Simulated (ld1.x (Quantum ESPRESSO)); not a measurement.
**Varying the TM potential for krypton (Kr)**

Base potential:

krypton, norm-conserving Troullier–Martins (Kleinman–Bylander form), made with ld1.x (Quantum ESPRESSO) 7.5 (LDA (PZ), scalar-relativistic). Core [Ar] 3d10, reference 4s2 4p5 (charge +1). Waves: 4p (bound): rc 1.35 bohr; 4s (bound): rc 1.30 bohr. Local part: the s channel. Core correction: Bessel-smoothed model core, default radius (core density twice the valence density).

Cutoffs, loose and tight: the cutoffs (Ry, on a coarse ladder) from which the occupation-weighted sum of valence levels, in a spherical-Bessel basis at the reference potential, stays within 10 and 1 mRy of its value at 400 Ry. They do not see the model core or the augmentation charge, which bear on the density cutoff. Test errors are all-electron minus pseudo excitation energies from the reference, over the configurations 4s2 4p6; 4s2 4p4; 4s2 4p3; 4s2 4p2; 4s1 4p6; 4s2 4p5.5 (two spin-polarised tests are not counted in the largest error). A dash means not determined; rows that change the core or the reference have their own tests.

A true bound ghost makes a file unfit for plane-wave use even where its test errors are small: the radial tests pick states by their node count and pass the ghost by.

```csv
change,outcome,"cutoff, loose","cutoff, tight",bound ghosts,largest test error (meV)
base,generated,60 Ry,110 Ry,p,-109
wave 4p (bound): rc 1.35 bohr becomes 4p (bound): rc 0.94 bohr,failed: run_pseudo: Errors in PS-KS equation,–,–,–,–
wave 4p (bound): rc 1.35 bohr becomes 4p (bound): rc 1.16 bohr,generated,100 Ry,230 Ry,p,-178
wave 4p (bound): rc 1.35 bohr becomes 4p (bound): rc 1.32 bohr,generated,60 Ry,120 Ry,p,-115
wave 4p (bound): rc 1.35 bohr becomes 4p (bound): rc 1.58 bohr,generated,55 Ry,90 Ry,p,-97
wave 4p (bound): rc 1.35 bohr becomes 4p (bound): rc 2.00 bohr,generated,50 Ry,90 Ry,p,-195
```

What comes out with this change to the base: wave 4p (bound): rc 1.35 bohr becomes 4p (bound): rc 1.76 bohr?

outcome: generated; cutoff, loose: 50 Ry; cutoff, tight: 90 Ry; bound ghosts: p; largest test error (meV): -120.

Reading the sweep of the p radius (base included, trends over the rows without a ghost): Bound ghosts are found at 1.16, 1.32, 1.35, 1.58, 1.76, 2 bohr. Every judged row has one, so this setting neither creates nor removes them. The generation fails at 0.94 bohr.
